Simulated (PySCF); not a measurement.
# C$_{4}$H$_{2}$F$_{4}$O: full NMR table

```yaml
Formula: C4H2F4O
SMILES: O=C[C@@H](F)C(F)=C(F)F
InChI: InChI=1S/C4H2F4O/c5-2(1-9)3(6)4(7)8/h1-2H/t2-/m1/s1
Point_group_of_the_computed_structure: C1
Degrees_of_unsaturation: 2
Carbon_signals: 4
Proton_signals: 2
```

Molfile (atoms numbered from 1):
```
C4H2F4O
     RDKit          3D

 11 10  0  0  0  0  0  0  0  0999 V2000
   -1.2381    0.5805    1.2747 O   0  0  0  0  0  0  0  0  0  0  0  0
   -1.4150    0.5189    0.0988 C   0  0  0  0  0  0  0  0  0  0  0  0
   -0.7266   -0.4924   -0.8192 C   0  0  1  0  0  0  0  0  0  0  0  0
   -0.9344   -0.1142   -2.1256 F   0  0  0  0  0  0  0  0  0  0  0  0
    0.7428   -0.6339   -0.5320 C   0  0  0  0  0  0  0  0  0  0  0  0
    1.1874   -1.8855   -0.3431 F   0  0  0  0  0  0  0  0  0  0  0  0
    1.5930    0.3870   -0.4604 C   0  0  0  0  0  0  0  0  0  0  0  0
    1.2197    1.6427   -0.6281 F   0  0  0  0  0  0  0  0  0  0  0  0
    2.8836    0.2984   -0.2247 F   0  0  0  0  0  0  0  0  0  0  0  0
   -2.1057    1.1782   -0.4529 H   0  0  0  0  0  0  0  0  0  0  0  0
   -1.2013   -1.4771   -0.6937 H   0  0  0  0  0  0  0  0  0  0  0  0
  1  2  2  0
  2  3  1  0
  3  4  1  0
  3  5  1  0
  5  6  1  0
  5  7  2  3
  7  8  1  0
  7  9  1  0
  2 10  1  0
  3 11  1  6
M  END
```

PySCF calculation with couplings computed with B3LYP/pcJ-1 (spin–dipole term only in couplings to heteroatoms), geometry from GFN2-xTB and shielding tensors at PBE0/pcSseg-1 (GIAO); non-relativistic Hamiltonian, one computed conformer, gas phase.

References, each an isolated molecule treated in the same way: $^{1}$H (σ = 31.72 ppm) and $^{13}$C (σ = 186.93 ppm) vs TMS; CFCl3 for $^{19}$F (σ = 170.95 ppm); H2O for $^{17}$O (σ = 336.08 ppm).

```tsv
carbon	δC, type	δH (multiplicity, J in Hz)	HMBC from (abs. J ≥ 3 Hz)	span of the C tensor (ppm)
C2	205.9, CH	10.29 (ddd, 8.0, 4.5, 1.8)	H11	184
C3	96.6, CH	5.64 (ddd, 53.5, 19.6, 5.0)	H10	44
C5	138.9, C	–	H10, H11	79
C7	169.4, C	–	H11	104
```

Other nuclei:
```json
{"atoms": "F9", "nucleus": "$^{19}$F", "environment": "vinylic fluorine", "δ (ppm)": "-97.0", "σ (ppm)": "267.9"}
{"atoms": "F8", "nucleus": "$^{19}$F", "environment": "vinylic fluorine", "δ (ppm)": "-114.3", "σ (ppm)": "285.2"}
{"atoms": "F6", "nucleus": "$^{19}$F", "environment": "vinylic fluorine", "δ (ppm)": "-183.6", "σ (ppm)": "354.5"}
{"atoms": "F4", "nucleus": "$^{19}$F", "environment": "fluorine on an sp3 carbon", "δ (ppm)": "-216.9", "σ (ppm)": "387.9"}
{"atoms": "O1", "nucleus": "$^{17}$O", "environment": "aldehyde oxygen", "δ (ppm)": "714.1", "σ (ppm)": "-378.0"}
```

Selected couplings (Hz, signed; the shortest-range and largest first, 30 at most; isotopes $^{13}$C, $^{19}$F, $^{1}$H): $^{1}J$(C7,F9) -384.8, $^{1}J$(C7,F8) -368.2, $^{1}J$(C5,F6) -321.9, $^{1}J$(C3,F4) -242.0, $^{1}J$(C2,H10) 191.3, $^{1}J$(C3,H11) 159.1, $^{2}J$(C5,F8) 54.6, $^{2}J$(F4,H11) 53.5, $^{2}J$(F6,C7) 44.8, $^{2}J$(C2,F4) 43.8, $^{2}J$(F8,F9) -28.8, $^{2}J$(C3,F6) 23.4, $^{2}J$(F4,C5) 20.9, $^{2}J$(C5,F9) 17.2, $^{3}J$(F6,F8) -159.2, $^{3}J$(F6,F9) 81.1, $^{3}J$(F4,F6) -25.2, $^{3}J$(F6,H11) 19.6, $^{3}J$(F4,C7) 9.4, $^{3}J$(C2,F6) 5.2, $^{3}J$(F4,H10) 4.5, $^{3}J$(C3,F9) 3.7, $^{3}J$(C3,F8) -3.6, $^{4}J$(F4,F8) 9.9, $^{4}J$(F6,H10) 8.0, $^{4}J$(F9,H11) 5.0, $^{4}J$(C2,F8) 2.9, $^{4}J$(F4,F9) 1.6, $^{4}J$(C2,F9) 1.0.

1. Carbon types of the structure: 2 × C, 2 × CH, which accounts for all hydrogens.
2. δC 205.9: aldehyde carbonyl carbon; low-lying n→π* states of the double bond to the heteroatom give a large paramagnetic term (-266 ppm).
3. δC 169.4, 138.9: fully substituted alkene carbon.
4. δC 96.6: sp3 CH bonded to F, α to a carbonyl; the inductive effect lowers its shielding.
5. δH 10.29: hydrogen on an aldehyde carbonyl carbon; deshielded by the polar, anisotropic C=O bond.
6. δH 5.64: hydrogen on an sp3 CH bonded to F, α to a carbonyl; its carbon carries F, an electronegative neighbour.

C–F couplings over four or more bonds (about 3 Hz to the para carbon of a fluoroarene) are left out. Common functionals overestimate the size of one-bond C–F couplings by tens of Hz; these are unscaled. Splittings below 1 Hz are ignored in the labels, and close J values are merged. Unscaled 3J(H,H) at this level run about 10 % above measured values. Shifts are as computed. Against solution values, carbons near 30 ppm lie about +3 ppm off and those near 130 ppm about +5 ppm. Of 1211 compounds with measured shifts, 218 miss one by over three times the rms of a fit or turn the order of signals round; such compounds aren't used in these exercises. Couplings across =CH–CH2 type bonds come from one rotamer and its mirror image, and can be 1–2 Hz further off. Unscaled 19F shifts against computed CFCl3 carry errors that often reach 10 to 50 ppm. Unscaled 17O shifts of doubly bonded oxygen tend to come out too high, by tens of ppm or more. Experimental scales use liquid or dissolved standards, which lie at an offset from isolated H2O (liquid H2O: subtract about 36 ppm). 3J across rotatable bonds or in flexible rings reflects this conformer alone.
